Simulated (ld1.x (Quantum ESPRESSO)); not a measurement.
**tellurium: excitation energies, all-electron against TM**

```
Element                 : Te
Generator               : ld1.x (Quantum ESPRESSO) 7.5
Type                    : norm-conserving Troullier–Martins (Kleinman–Bylander form)
Functional              : LDA (PZ)
Relativity              : scalar-relativistic
Frozen core             : [Kr]
Valence charge          : 16
Reference configuration : 4d10 5s2 5p3.5 (charge +0.5)
Partial waves           : 5s (bound): rc 1.65 bohr; 5p (bound): rc 2.30 bohr; 4d (bound): rc 1.00 bohr
Local potential         : all-electron potential smoothed inside 0.75 bohr (lloc = -1)
Core correction         : Bessel-smoothed model core inside 0.65 bohr
```

Energies are relative to the spin-unpolarised reference configuration 4d10 5s2 5p3.5; without spin polarisation the order of configurations can differ from experiment. Spin-polarised rows fill each open shell by Hund’s rule, majority spin first. Not all tests gave a result: 1 of 9 tests not solved or not reliable. Left out of the table: 4d9 5s2 5p5 (solver errors, printed error -2503 eV).

```csv
valence configuration,charge,ΔE all-electron (eV),error AE − PS (meV)
4d10 5s2 5p4,0,-3.985,+1.7
4d10 5s2 5p3,+1,5.931,-0.8
4d10 5s0 5p6,0,14.930,-7.9
4d10 5s2 5p4.3,-0.3,-5.501,+2.9
4d10 5s2 5p3.5 (spin-polarised),+0.5,-0.824,+8.3
4d10 5s2 5p4 (spin-polarised),0,-4.464,+6.8
```

Task: What are ΔE and the potential's error for 4d10 5s2 5p2?

Result: ΔE = 24.105 eV all-electron; the error (AE − PS) is -0.1 meV.

Task: What are ΔE and the potential's error for 4d10 5s2 5p0?

Result: ΔE = 88.243 eV all-electron; the error (AE − PS) is -36 meV.

Levels in the configuration 4d10 5s2 5p4.3:

```
level  all-electron (eV)  pseudo (eV)
   4d            -39.295      -39.337
   5s            -13.094      -13.100
   5p             -4.013       -4.017
```

Note: ghost states, extra bound levels that the all-electron valence spectrum of the same l lacks: s at -645.8 eV, p at -325.7 eV, s at -54.4 eV. A true bound ghost makes a file unfit for plane-wave use.
